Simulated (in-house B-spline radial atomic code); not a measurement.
**Ionising Co2+ with different functionals**

Computed with an all-electron radial atomic-structure program (B-spline basis): four-component Dirac-Coulomb Hamiltonian, Fermi nucleus of rms radius 3.7875 fm, spin-restricted, spherical fractional occupations for the functionals, and exact exchange of hybrids averaged over the configuration. The ionisation energy is the difference of two self-consistent energies, [Ar] 3d7 → [Ar] 3d6, without Breit or QED terms; ε is the level of the shell that loses the electron (mean over j). The electron is taken from both j subshells in proportion to 2j + 1, so the result is a j average, not the step between ground levels.

| method | rung | ΔSCF (eV) | -ε(3d) (eV) |
| --- | --- | --- | --- |
| PBE0 | global hybrid | 35.44 | 29.58 |
| B97-1 | global hybrid | ? | ? |
| LC-wPBE | range-separated hybrid | ? | ? |
| CAM-B3LYP | range-separated hybrid | 35.69 | 31.26 |

(1) What does B97-1 give?

(2) What does LC-wPBE give?

(3) Among the functionals, which spreads more, the ΔSCF values or the orbital energies?

(4) How do they compare with the NIST value?

## Answers

(1) ΔSCF 35.47 eV, and -ε(3d) = 29.14 eV.

(2) ΔSCF 35.72 eV, and -ε(3d) = 32.27 eV.

(3) The orbital energies: ΔSCF values span about 0.28 eV and the orbital energies 3.14 eV; here energy differences depend much less on the functional than eigenvalues do.

(4) NIST lists 33.50 eV ± 0.06 (semi-empirical, ground level to ground level). Errors run from +1.94 to +2.22 eV. The correlated functionals all miss on the same side by more than they spread, so the cause is common to them (Breit-QED terms, spin polarisation, the choice among j levels, multiplet and fine-structure energies, or a listed next ion that isn't the cheapest removal here) and closeness doesn't rank the functionals.
